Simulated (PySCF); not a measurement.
C₄H₁₄N₂Si₂.
Numbering: `[SiH3:1][NH:2][C@H:3]1[CH2:4][CH2:5][N:6]([SiH3:7])[CH2:8]1` (hydrogens: H9, H10, H11 on Si1; H12 on N2; H13 on C3; H14, H15 on C4; H16, H17 on C5; H18, H19, H20 on Si7; H21, H22 on C8)

The same species was optimised twice, with GFN2-xTB and with PBE0-D3(BJ)/def2-SVP (PySCF), and the same property calculations (PySCF, gas phase) were run on both structures.

| coordinate | GFN2-xTB | PBE0-D3(BJ)/def2-SVP | change |
| --- | --- | --- | --- |
| C5–N6 (Å) | 1.447 | 1.461 | +0.014 |
| N6–Si7 (Å) | 1.717 | 1.731 | +0.014 |
| Si1–N2 (Å) | 1.717 | 1.730 | +0.013 |
| C3–C8 (Å) | 1.545 | 1.532 | -0.013 |
| C3–C4 (Å) | 1.545 | 1.534 | -0.011 |
| N2–C3 (Å) | 1.439 | 1.447 | +0.008 |
| N6–C8 (Å) | 1.443 | 1.451 | +0.008 |
| C4–C5 (Å) | 1.539 | 1.540 | +0.001 |
| C5–N6–C8 (°) | 103.9 | 109.5 | +5.6 |
| C3–C8–N6 (°) | 105.0 | 101.8 | -3.2 |
| Si7–N6–C8 (°) | 122.9 | 125.5 | +2.6 |
| C4–C3–C8 (°) | 102.8 | 100.6 | -2.2 |
| C5–N6–Si7 (°) | 122.0 | 123.9 | +1.9 |
| Si1–N2–C3 (°) | 123.4 | 124.3 | +0.9 |
| C4–C5–N6 (°) | 105.5 | 104.6 | -0.9 |
| N2–C3–C4 (°) | 111.2 | 111.9 | +0.7 |
| Si1–N2–C3–C4 (°) | 157 | 144 | -13 |

Rotational constants: A = 2257, B = 876.0, C = 725.8 MHz (GFN2-xTB) against A = 2446, B = 759.7, C = 650.8 MHz (PBE0-D3(BJ)/def2-SVP). Some torsions differ by more than 30° (N2–C3–C4–C5 116° against 84°; C3–C4–C5–N6 -21° against 15°; C4–C5–N6–Si7 -105° against -178°), so the changes below aren't those of bond lengths and angles alone. Point groups within 0.08 Å: C1 and C1.

On the GFN2-xTB structure: HOMO (eV) -6.25 [PBE0/pcSseg-1]; LUMO (eV) 0.41 [PBE0/pcSseg-1]; dipole (D) 0.72 [PBE0/pcSseg-1]; GIAO shielding of Si1 (ppm) 409.0 [PBE0/pcSseg-1]; GIAO shielding of N2 (ppm) 216.9 [PBE0/pcSseg-1]; GIAO shielding of C3 (ppm) 126.7 [PBE0/pcSseg-1]; GIAO shielding of C4 (ppm) 144.5 [PBE0/pcSseg-1]; GIAO shielding of C5 (ppm) 135.1 [PBE0/pcSseg-1]; GIAO shielding of N6 (ppm) 231.7 [PBE0/pcSseg-1]; GIAO shielding of Si7 (ppm) 399.3 [PBE0/pcSseg-1]; GIAO shielding of C8 (ppm) 122.1 [PBE0/pcSseg-1].

Q: What do these properties become on the PBE0-D3(BJ)/def2-SVP structure?

A: 
| property | level | on GFN2-xTB | on PBE0-D3(BJ)/def2-SVP | change |
| --- | --- | --- | --- | --- |
| HOMO (eV) | PBE0/pcSseg-1 | -6.25 | -6.29 | -0.04 |
| LUMO (eV) | PBE0/pcSseg-1 | 0.41 | 0.52 | +0.11 |
| dipole (D) | PBE0/pcSseg-1 | 0.72 | 1.02 | +0.30 |
| energy, GFN2-xTB geometry as zero (kcal/mol) | PBE0/pcSseg-1 | 0.0 | -5.4 | -5.4 |
| GIAO shielding of Si1 (ppm) | PBE0/pcSseg-1 | 409.0 | 408.3 | -0.7 |
| GIAO shielding of N2 (ppm) | PBE0/pcSseg-1 | 216.9 | 234.5 | +17.6 |
| GIAO shielding of C3 (ppm) | PBE0/pcSseg-1 | 126.7 | 127.3 | +0.6 |
| GIAO shielding of C4 (ppm) | PBE0/pcSseg-1 | 144.5 | 145.1 | +0.6 |
| GIAO shielding of C5 (ppm) | PBE0/pcSseg-1 | 135.1 | 137.6 | +2.5 |
| GIAO shielding of N6 (ppm) | PBE0/pcSseg-1 | 231.7 | 241.1 | +9.4 |
| GIAO shielding of Si7 (ppm) | PBE0/pcSseg-1 | 399.3 | 404.7 | +5.4 |
| GIAO shielding of C8 (ppm) | PBE0/pcSseg-1 | 122.1 | 123.8 | +1.7 |

The heavy atoms differ by 0.386 Å rms after alignment. Among the bonds compared Si1–N2, C3–C8, C5–N6 and N6–Si7 change most and about equally (-0.013 to +0.014 Å). Changes are differences of the printed values. Neither structure is proved a minimum here.
